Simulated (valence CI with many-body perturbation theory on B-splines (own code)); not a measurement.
Energy levels of Co21+

Calculated by configuration interaction combined with many-body perturbation theory (CI+MBPT): four valence electrons over a frozen Dirac-Fock core [He], a basis of 9 s, 9 p, 8 d, 6 f, 3 g, 1 h functions for each j, with the one-electron correlation potential Σ1, the two-electron term Σ2, the three-electron term Σ3, Breit, model QED; selected CI, second order for the rest, scaled by the run's own slope (own B-spline code, finite nucleus).

No measured spectrum was set against this ion. As an estimate, levels of excited configurations hold to 0.05 to 0.15 % of their energy, terms of the ground configuration to about 0.5 %. Among the levels kept, up to 420 cm⁻¹ of a level comes from second order outside the variational space, and about a tenth of that is noise between levels of different J, which matters for small intervals.

Levels 1 to 45 of 56, with energies above the lowest level, 2s²2p² ³P_0. "Leading %" is the weight of the configuration and term that name the level; weights of strongly mixed levels are sums over their largest components and can fall short, so below about 35 % the name and the second component can differ from the true leading terms, or belong to a minority configuration. Lifetimes count E1, E2, E3, M1 and M2 decay at the calculated energies, and are blank where another channel may lead or the interval is too uncertain; long ones can be off by a factor of two.

| No. | Configuration | Term | J | E (eV) | Leading % | Lifetime | Second component |
| --- | --- | --- | --- | --- | --- | --- | --- |
| 1 | 2s²2p² | ³P | 0 | 0.0 | 88 |  | 10 % 2s²2p² ¹S |
| 2 | 2s²2p² | ³P | 1 | 11.2 | 99 | 84.4 μs |  |
| 3 | 2s²2p² | ³P | 2 | 17.1 | 72 | 924 μs | 27 % 2s²2p² ¹D |
| 4 | 2s²2p² | ¹D | 2 | 35.0 | 72 | 19.9 μs | 27 % 2s²2p² ³P |
| 5 | 2s²2p² | ¹S | 0 | 51.6 | 86 | 4.96 μs | 11 % 2s²2p² ³P |
| 6 | 2s2p³ | ⁵S° | 2 | 66.2 | 95 | 9.73 ns | 4 % 2s2p³ ³P° |
| 7 | 2s2p³ | ³D° | 1 | 103.4 | 82 | 67.8 ps | 14 % 2s2p³ ³P° |
| 8 | 2s2p³ | ³D° | 2 | 103.7 | 80 | 97.6 ps | 18 % 2s2p³ ³P° |
| 9 | 2s2p³ | ³D° | 3 | 107.8 | 100 | 130 ps |  |
| 10 | 2s2p³ | ³P° | 0 | 122.5 | 100 | 41.0 ps |  |
| 11 | 2s2p³ | ³P° | 1 | 123.8 | 80 | 37.8 ps | 15 % 2s2p³ ³D° |
| 12 | 2s2p³ | ³P° | 2 | 126.5 | 68 | 41.9 ps | 19 % 2s2p³ ³D° |
| 13 | 2s2p³ | ³S° | 1 | 145.2 | 76 | 9.63 ps | 18 % 2s2p³ ¹P° |
| 14 | 2s2p³ | ¹D° | 2 | 150.4 | 90 | 17.4 ps | 10 % 2s2p³ ³P° |
| 15 | 2s2p³ | ¹P° | 1 | 168.3 | 78 | 10.3 ps | 18 % 2s2p³ ³S° |
| 16 | 2p⁴ | ³P | 2 | 217.3 | 87 | 15.3 ps | 12 % 2p⁴ ¹D |
| 17 | 2p⁴ | ³P | 0 | 229.8 | 83 | 13.0 ps | 16 % 2p⁴ ¹S |
| 18 | 2p⁴ | ³P | 1 | 231.3 | 99 | 12.8 ps |  |
| 19 | 2p⁴ | ¹D | 2 | 241.2 | 87 | 19.1 ps | 12 % 2p⁴ ³P |
| 20 | 2p⁴ | ¹S | 0 | 272.0 | 80 | 10.6 ps | 16 % 2p⁴ ³P |
| 21 | 2s²2p3s | ³P° | 0 | 1038.1 | 97 | 401 fs |  |
| 22 | 2s²2p3s | ³P° | 1 | 1039.2 | 74 | 335 fs | 23 % 2s²2p3s ¹P° |
| 23 | 2s²2p3s | ³P° | 2 | 1055.2 | 96 | 371 fs |  |
| 24 | 2s²2p3s | ¹P° | 1 | 1058.2 | 74 | 251 fs | 23 % 2s²2p3s ³P° |
| 25 | 2s²2p3p | ³D | 1 | 1061.3 | 66 | 18.3 ps | 28 % 2s²2p3p ¹P |
| 26 | 2s²2p3p | ³P | 1 | 1069.2 | 30 | 5.49 ps | 27 % 2s²2p3p ³S |
| 27 | 2s²2p3p | ³D | 2 | 1069.8 | 78 | 12.4 ps | 10 % 2s²2p3p ¹D |
| 28 | 2s²2p3p | ³P | 0 | 1071.0 | 80 | 3.11 ps | 12 % 2s²2p3p ¹S |
| 29 | 2s²2p3p | ³P | 1 | 1081.8 | 44 | 4.09 ps | 35 % 2s²2p3p ¹P |
| 30 | 2s²2p3p | ³D | 3 | 1083.6 | 96 | 15.6 ps |  |
| 31 | 2s²2p3p | ³P | 2 | 1084.7 | 58 | 3.89 ps | 17 % 2s²2p3p ³D |
| 32 | 2s²2p3p | ³S | 1 | 1084.7 | 64 | 5.12 ps | 17 % 2s²2p3p ³P |
| 33 | 2s²2p3d | ³F° | 2 | 1092.6 | 74 | 335 fs | 21 % 2s²2p3d ¹D° |
| 34 | 2s²2p3p | ¹D | 2 | 1093.1 | 70 | 4.66 ps | 22 % 2s²2p3p ³P |
| 35 | 2s2p²3s | ⁵P | 1 | 1093.2 | 92 | 537 fs |  |
| 36 | 2s²2p3d | ³F° | 3 | 1097.8 | 72 | 117 fs | 16 % 2s²2p3d ³D° |
| 37 | 2s²2p3d | ³P° | 2 | 1098.4 | 36 | 57.6 fs | 30 % 2s²2p3d ³D° |
| 38 | 2s²2p3p | ¹S | 0 | 1100.5 | 68 | 989 fs | 25 % 2s2p²3s ³P |
| 39 | 2s²2p3d | ³D° | 1 | 1100.6 | 63 | 37.0 fs | 18 % 2s²2p3d ³P° |
| 40 | 2s2p²3s | ⁵P | 2 | 1101.0 | 96 | 516 fs |  |
| 41 | 2s2p²3s | ³P | 0 | 1106.7 | 64 | 425 fs | 18 % 2s²2p3p ¹S |
| 42 | 2s2p²3s | ⁵P | 3 | 1108.1 | 93 | 461 fs | 6 % 2s2p²3s ³D |
| 43 | 2s²2p3d | ³F° | 4 | 1110.7 | 97 | 625 ps |  |
| 44 | 2s²2p3d | ¹D° | 2 | 1111.4 | 47 | 69.2 fs | 25 % 2s²2p3d ³D° |
| 45 | 2s2p²3s | ³P | 1 | 1112.5 | 88 | 301 fs | 6 % 2s²2p3p ³P |

Names give the largest LS component (configuration and term), which can be under half, so a name can repeat, a term be missing and a line seem to break the LS rules; names also repeat where a configuration has a term twice.

The ionisation energy to 2s²2p ²P°1/2 of the next ion comes out as 1846.4 eV (NIST: 1844 ± 1.1 eV (semi-empirical)). All 56 levels together are meant to be complete up to 1128.1 eV.
